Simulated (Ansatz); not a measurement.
Pulling the pair apart

The pair of Li⁺ (SMILES [Li+], atom 1) and Br₂ (SMILES BrBr, atoms 2–3), both closed shells, in one local arrangement (a lower one may exist), relaxed at PBE0-D4/def2-TZVP:

```csv
atom,x (Å),y (Å),z (Å)
Li1,-0.1144,-0.1424,-1.5136
Br2,-0.6572,-0.8185,0.8952
Br3,0.7717,0.9609,0.6184
```

Br₂ is shifted rigidly along the line between the mean atom positions of the two fragments (negative: closer). Counterpoise interaction energies in kcal/mol. Computed with Ansatz 0.2.0 (basis: def2-TZVPPD); correlated methods freeze the cores. Filled d shells of the heavier atoms are correlated. The outer core shell of Li, Na, Mg and K is correlated. The def2 sets are not built for correlating such inner shells, so the correlated values are less sure here.

```json
{"shift (Å)": "-0.26", "r2SCAN-D4": "-13.44", "MP2": "-12.20", "wB97M-V": "-14.65"}
{"shift (Å)": "-0.13", "r2SCAN-D4": "-15.77", "MP2": "-14.80", "wB97M-V": "-16.87"}
{"shift (Å)": "0.00", "r2SCAN-D4": "-16.62", "MP2": "-15.85", "wB97M-V": "-17.61"}
{"shift (Å)": "0.13", "r2SCAN-D4": "-16.51", "MP2": "-15.91", "wB97M-V": "-17.40"}
{"shift (Å)": "0.31", "r2SCAN-D4": "-15.45", "MP2": "-15.02", "wB97M-V": "-16.20"}
{"shift (Å)": "0.64", "r2SCAN-D4": "-12.45", "MP2": "-12.20", "wB97M-V": "-12.94"}
{"shift (Å)": "1.28", "r2SCAN-D4": "-7.59", "MP2": "-7.19", "wB97M-V": "-7.45"}
{"shift (Å)": "2.56", "r2SCAN-D4": "-2.91", "MP2": "-2.63", "wB97M-V": "-2.68"}
```

Problem. What does CCSD(T) give at these shifts? (An estimate is asked for; the value comes from the calculation.)

Solution. Computed: -12.05, -14.64, -15.70, -15.77, -14.89, -12.10, -7.12, -2.59 kcal/mol. For zero shift, CCSD(T) at an estimated basis limit (MP2 extrapolated from triple and quadruple zeta, plus CCSD(T) − MP2 in triple zeta) gives -17.67 kcal/mol. These are counterpoise interaction energies, counted from the two frozen fragments.

No T1 diagnostic of these runs exceeds 0.007.

For scale, one of the runs: CCSD(T)/def2-TZVPPD, 136 basis functions, launched by `ansatz run in.yaml --threads 2 --pin off --events-out ev --progress --plain --max-ram 5222MiB`. Hardware: 2 CPU threads of an Arm Neoverse V2, shared host. Wall time about 11 s.
